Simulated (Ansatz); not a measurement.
Molecule: C$_{6}$H$_{7}$ (charge 0, doublet). It need not be the lowest isomer of its formula. SMILES: C1C2=C([CH]C2)C1
Geometry from a B3LYP-D3(BJ)/def2-TZVP (Ansatz, an electronic-structure program) optimisation:
```xyz
13

C      1.5049    -0.6047    -0.0748
C      1.4477     0.9175     0.2404
C     -0.0647     0.6214     0.4248
C      0.1296    -0.7140     0.1232
C     -1.3159    -0.9619    -0.3045
C     -1.4881     0.6129    -0.1532
H      2.2884    -1.2384    -0.4675
H      1.6814     1.5434    -0.6246
H      1.9930     1.2927     1.1085
H     -1.4524    -1.3447    -1.3158
H     -1.9166    -1.5534     0.3859
H     -1.5836     1.1128    -1.1202
H     -2.2917     0.9606     0.4989
```
Charge 0, spin multiplicity 2.

Property: atomisation energy (electronic, to ground-state atoms), in kcal/mol. Correlated levels leave the core frozen unless marked. UHF or UKS for open shells. No spin-orbit coupling. Non-relativistic unless marked X2C. The coupled-cluster limit lacks core correlation, which all-electron functionals hold. CBS(X,Y): correlation extrapolated as X^-3; Hartree-Fock from the larger set. [CCSD(T)-MP2]/basis is that difference in the basis named.

| level | program | atomisation energy (kcal/mol) |
|---|---|---|
| HF/STO-3G | Ansatz | 1178.5 |
| SVWN5/def2-TZVPD | Ansatz | 1524.8 |
| BLYP/def2-TZVPD | Ansatz | 1296.1 |
| r2SCAN/def2-TZVPD | Ansatz | 1320.6 |
| B3LYP-D3(BJ)/def2-TZVPD | Ansatz + dftd3 | 1311.9 |
| PBE0/6-31G* | Ansatz | 1336.2 |
| PBE0/def2-TZVPD | Ansatz | 1331.9 |
| BHLYP-D4/def2-TZVPD | Ansatz + dftd4 | 1270.5 |
| HSE06-D3(BJ)/def2-TZVPD | Ansatz + dftd3 | 1337.4 |
| CAM-B3LYP-D3(BJ)/def2-TZVPD | Ansatz + dftd3 | 1315.1 |
| CAM-B3LYP/def2-TZVPD | Ansatz | 1310.4 |
| LC-wPBE-D4/def2-TZVPD | Ansatz + dftd4 | 1329.8 |
| wB97X-V/def2-TZVPD | Ansatz | 1313.9 |
| RPA@PBE/cc-pVTZ | Ansatz | 1212.4 |
| SCS-MP2/cc-pVDZ | Ansatz | 1214.4 |
| CCSD/6-31G* | Ansatz | 1191.4 |
| CCSD/cc-pVQZ | Ansatz | 1270.3 |
| CCSD(T)/cc-pVTZ | Ansatz | 1275.3 |
| X2C-CCSD(T)/cc-pVTZ-DK | Ansatz | 1274.3 |
| RI-MP2/CBS(cc-pVTZ,cc-pVQZ)+[CCSD(T)-MP2]/cc-pVQZ | Ansatz | 1307.5 |
| CCSD(T)/CBS(cc-pVTZ,cc-pVQZ) | Ansatz | 1307.4 |

The UHF reference is spin-contaminated (<S^2> 0.25 over the pure value in the largest basis).
